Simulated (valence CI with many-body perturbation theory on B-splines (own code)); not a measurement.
# Ag¹⁶⁺: calculated level list

Calculated by valence CI with perturbative core correlation (CI+MBPT): three valence electrons over a frozen Dirac-Fock core [Ar] 3d10, radial functions for each j: 11 s, 11 p, 10 d, 8 f, 5 g, 2 h, with the one-electron correlation potential Σ1, the two-electron term Σ2, the three-electron term Σ3, Breit, model QED; selected CI, second order for the rest, scaled by the run's own slope (own B-spline code, finite nucleus).

No measured spectrum was set against this ion. As an estimate, levels hold to about 250 cm⁻¹ or 0.2 % of their energy and the worst to 1 %, as in measured heavy ions of charge 2 to 7; those with d or f electrons hold less well.

Levels 136 to 180 of 188, with energies above the lowest level, 4s²4p ²P°_1/2. "Leading %" is the weight of the configuration and term that name the level; weights of strongly mixed levels are sums over their largest components and can fall short. In the jj column 3d3/2^4 stands for four electrons in 3d with j = 3/2.

| No. | Configuration | Term | J | E (cm⁻¹) | Leading % | Second component | Leading jj |
| --- | --- | --- | --- | --- | --- | --- | --- |
| 136 | 4p²4f | ⁴G° | 5/2 | 1759300 | 36 | 14 % 4p²4f ⁴F° | 4p1/2^2 4f5/2 (51 %) |
| 137 | 4s4p5p | ²P | 1/2 | 1759500 | 61 | 21 % 4s4p5p ⁴D | 4s 4p1/2 5p3/2 (75 %) |
| 138 | 4p4d² | ⁴G° | 11/2 | 1761700 | 42 | 23 % 4p²4f ⁴G° | 4p1/2 4p3/2 4f7/2 (40 %) |
| 139 | 4p4d² | ⁴P° | 1/2 | 1762100 | 47 | 37 % 4p4d² ²S° | 4p1/2 4d3/2^2 (44 %) |
| 140 | 4s4p5p | ⁴D | 5/2 | 1762400 | 75 | 15 % 4s4p5p ⁴P | 4s 4p1/2 5p3/2 (76 %) |
| 141 | 4p4d² | ⁴D° | 5/2 | 1763900 | 29 | 16 % 4p4d² ²F° | 4p1/2 4d5/2^2 (39 %) |
| 142 | 4s4p5p | ²D | 3/2 | 1770500 | 45 | 29 % 4s4p5p ⁴P | 4s 4p1/2 5p3/2 (82 %) |
| 143 | 4p4d² | ⁴D° | 3/2 | 1771600 | 57 | 16 % 4p4d² ²D° | 4p1/2 4d5/2^2 (30 %) |
| 144 | 4p²4f | ²G° | 7/2 | 1772300 | 17 | 16 % 4p²4f ⁴D° | 4p1/2 4p3/2 4f7/2 (43 %) |
| 145 | 4p4d² | ⁴F° | 3/2 | 1773100 | 50 | 17 % 4p4d² ⁴D° | 4p1/2 4d3/2^2 (63 %) |
| 146 | 4p4d² | ²G° | 9/2 | 1778500 | 22 | 18 % 4p²4f ⁴G° | 4p3/2 4d3/2 4d5/2 (34 %) |
| 147 | 4p4d² | ⁴D° | 5/2 | 1781900 | 21 | 20 % 4p4d² ⁴F° | 4p1/2 4d3/2 4d5/2 (50 %) |
| 148 | 4p4d² | ⁴G° | 11/2 | 1784900 | 41 | 28 % 4p²4f ²H° | 4p3/2 4d5/2^2 (64 %) |
| 149 | 4p²4f | ²G° | 7/2 | 1785400 | 27 | 23 % 4p²4f ⁴F° | 4p1/2 4p3/2 4f5/2 (54 %) |
| 150 | 4p²4f | ²F° | 5/2 | 1787000 | 38 | 16 % 4p²4f ²D° | 4p1/2 4p3/2 4f5/2 (42 %) |
| 151 | 4p²4f | ⁴G° | 7/2 | 1788100 | 40 | 29 % 4p²4f ²G° | 4p1/2 4p3/2 4f5/2 (71 %) |
| 152 | 4s4p5p | ⁴P | 3/2 | 1788100 | 30 | 21 % 4s4p5p ²P | 4s 4p3/2 5p1/2 (88 %) |
| 153 | 4p²4f | ²G° | 9/2 | 1790300 | 54 | 32 % 4p²4f ⁴F° | 4p1/2 4p3/2 4f7/2 (78 %) |
| 154 | 4p4d² | ⁴P° | 3/2 | 1791500 | 66 | 9 % 4p4d² ⁴S° | 4p1/2 4d3/2 4d5/2 (43 %) |
| 155 | 4s4p5p | ⁴P | 5/2 | 1791700 | 49 | 30 % 4s4p5p ²D | 4s 4p3/2 5p1/2 (86 %) |
| 156 | 4p²4f | ²D° | 5/2 | 1793200 | 27 | 15 % 4p²4f ⁴G° | 4p1/2 4p3/2 4f5/2 (58 %) |
| 157 | 4p²4f | ⁴D° | 1/2 | 1796500 | 44 | 29 % 4p4d² ⁴D° | 4p1/2 4p3/2 4f5/2 (46 %) |
| 158 | 4p4d² | ⁴F° | 7/2 | 1797100 | 33 | 22 % 4p²4f ²F° | 4p3/2 4d3/2^2 (28 %) |
| 159 | 4p²4f | ⁴D° | 3/2 | 1797600 | 36 | 21 % 4p4d² ⁴F° | 4p1/2 4p3/2 4f5/2 (34 %) |
| 160 | 4p4d² | ⁴F° | 5/2 | 1798500 | 35 | 22 % 4p²4f ⁴D° | 4p3/2 4d3/2 4d5/2 (23 %) |
| 161 | 4p²4f | ²D° | 5/2 | 1801200 | 28 | 19 % 4p4d² ⁴D° | 4p1/2 4p3/2 4f7/2 (42 %) |
| 162 | 4p²4f | ⁴F° | 3/2 | 1802000 | 60 | 22 % 4p²4f ²D° | 4p1/2 4p3/2 4f5/2 (85 %) |
| 163 | 4s4p5p | ⁴D | 7/2 | 1805900 | 99 |  | 4s 4p3/2 5p3/2 (99 %) |
| 164 | 4p²4f | ⁴G° | 9/2 | 1809700 | 30 | 19 % 4p²4f ²G° | 4p3/2^2 4f5/2 (25 %) |
| 165 | 4p4d² | ⁴F° | 7/2 | 1810600 | 35 | 28 % 4p4d² ²F° | 4p3/2 4d3/2 4d5/2 (50 %) |
| 166 | 4s4p5p | ⁴S | 3/2 | 1812300 | 50 | 31 % 4s4p5p ²P | 4s 4p3/2 5p3/2 (91 %) |
| 167 | 4p4d² | ⁴F° | 9/2 | 1817700 | 46 | 18 % 4p4d² ⁴G° | 4p3/2 4d3/2 4d5/2 (52 %) |
| 168 | 4p4d² | ⁴D° | 7/2 | 1819100 | 64 | 9 % 4p²4f ⁴G° | 4p3/2 4d5/2^2 (44 %) |
| 169 | 4s4p5p | ²D | 5/2 | 1819500 | 65 | 32 % 4s4p5p ⁴P | 4s 4p3/2 5p3/2 (91 %) |
| 170 | 4p4d² | ²S° | 1/2 | 1822200 | 54 | 40 % 4p4d² ⁴P° | 4p3/2 4d3/2 4d5/2 (78 %) |
| 171 | 4p4d² | ⁴P° | 5/2 | 1822300 | 56 | 15 % 4p4d² ⁴D° | 4p3/2 4d3/2 4d5/2 (61 %) |
| 172 | 4p4d² | ²P° | 3/2 | 1823500 | 40 | 12 % 4p4d² ⁴D° | 4p3/2 4d3/2 4d5/2 (40 %) |
| 173 | 4p²4f | ²F° | 5/2 | 1830200 | 28 | 18 % 4p4d² ⁴P° | 4p3/2 4d3/2 4d5/2 (32 %) |
| 174 | 4p4d² | ²G° | 7/2 | 1831100 | 24 | 15 % 4p²4f ⁴D° | 4p3/2 4d3/2 4d5/2 (26 %) |
| 175 | 4p²4f | ⁴G° | 11/2 | 1832900 | 64 | 20 % 4p4d² ²H° | 4p3/2^2 4f7/2 (39 %) |
| 176 | 4p4d² | ²P° | 1/2 | 1833500 | 79 | 6 % 4p4d² ⁴D° | 4p1/2 4d5/2^2 (49 %) |
| 177 | 4s4p5p | ²S | 1/2 | 1833600 | 72 | 17 % 4s4p5p ²P | 4s 4p3/2 5p3/2 (88 %) |
| 178 | 4p²4f | ⁴F° | 5/2 | 1837800 | 26 | 20 % 4p4d² ²F° | 4p3/2 4d3/2 4d5/2 (35 %) |
| 179 | 4p4d² | ²G° | 9/2 | 1840800 | 30 | 16 % 4p²4f ²H° | 4p3/2 4d5/2^2 (30 %) |
| 180 | 4p4d² | ⁴D° | 7/2 | 1841900 | 52 | 17 % 4p²4f ⁴F° | 4p3/2 4d5/2^2 (28 %) |

Names give the largest LS component (configuration and term), which can be under half, so a name can repeat, a term be missing and a line seem to break the LS rules; names also repeat where a configuration has a term twice.

Where two levels of one J and parity lie close, their mixing, g and order are uncertain.
